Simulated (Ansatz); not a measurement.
The cluster Nb₃. Total charge 0; doublet. Geometry r2SCAN-D4/def2-TZVP.

```
atom   x (Å)   y (Å)   z (Å)
 Nb1   1.213  -0.417   0.357
 Nb2  -0.139   1.297  -0.094
 Nb3  -1.074  -0.880  -0.263
```

In the def2 sets Nb takes a core potential; there is no spin–orbit coupling. At r2SCANh-D4/def2-TZVP, PBE0-D4/def2-TZVP, ωB97X-V/def2-TZVP the charge 0 doublet is spin-contaminated (final ⟨S²⟩ up to 1.41, 0.75 for a pure state). The geometry of the doublet was relaxed on an unsound state (⟨S²⟩ 1.11, where a pure state has 0.75). The structure comes from a short search, and lower isomers may exist.

Q: Estimate the α-spin orbital energies around the gap (eV) in Ansatz with PBE-D4/def2-SVP, PBE-D4/def2-TZVP, r2SCANh-D4/def2-TZVP, PBE0-D4/def2-TZVP, ωB97X-V/def2-TZVP.

A: 
```csv
orbital,PBE-D4/def2-SVP,PBE-D4/def2-TZVP,r2SCANh-D4/def2-TZVP,PBE0-D4/def2-TZVP,ωB97X-V/def2-TZVP
HOMO−9,-33.17,-33.22,-35.01,-35.65,-38.04
HOMO−8,-32.39,-32.45,-34.41,-34.98,-37.47
HOMO−7,-5.35,-5.31,-5.64,-5.96,-7.62
HOMO−6,-5.07,-5.03,-5.46,-5.79,-7.58
HOMO−5,-4.79,-4.76,-5.11,-5.28,-6.84
HOMO−4,-4.00,-3.97,-4.51,-4.84,-6.55
HOMO−3,-3.80,-3.77,-4.32,-4.61,-6.46
HOMO−2,-3.74,-3.71,-4.18,-4.50,-6.14
HOMO−1,-3.64,-3.61,-3.86,-4.21,-5.97
HOMO,-3.54,-3.51,-3.85,-4.20,-5.85
LUMO,-2.71,-2.68,-2.21,-1.97,-0.42
LUMO+1,-2.36,-2.35,-2.00,-1.76,-0.29
LUMO+2,-1.72,-1.70,-1.21,-0.97,0.52
LUMO+3,-1.56,-1.55,-1.16,-0.82,0.98
LUMO+4,-1.33,-1.31,-0.80,-0.48,1.09
LUMO+5,-1.25,-1.24,-0.77,-0.47,1.37
β HOMO,-3.46,-3.43,-3.82,-4.13,-5.72
β LUMO,-2.80,-2.76,-2.04,-1.84,-0.49
```
